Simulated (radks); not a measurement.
The numbers below are computed, except where a source is named.
Question: B III, configuration 1s1.75 2s1 3s0.25 (fractional occupations, a model configuration). Code: a radial shooting solver on a logarithmic mesh with Libxc functionals. Model: scalar-relativistic Kohn-Sham, PBE, spin-polarised, spherical densities, point nucleus; open shells are filled with parallel spins first. Some entries of the table are withheld. Estimate them.

| orbital | occ. | eigenvalue (hartree) | <r> (bohr) |
|---|---|---|---|
| 1s up | 1 | (1) | 0.3215 |
| 1s down | 0.75 | (2) | 0.3236 |
| 2s up | 1 | (3) | 1.549 |
| 3s up | 0.25 | -0.44812 | (4) |

Answer: 
(1) 1s up eigenvalue (hartree): -8.33656
(2) 1s down eigenvalue (hartree): -8.16320
(3) 2s up eigenvalue (hartree): -1.31999
(4) 3s up <r> (bohr): 4.016
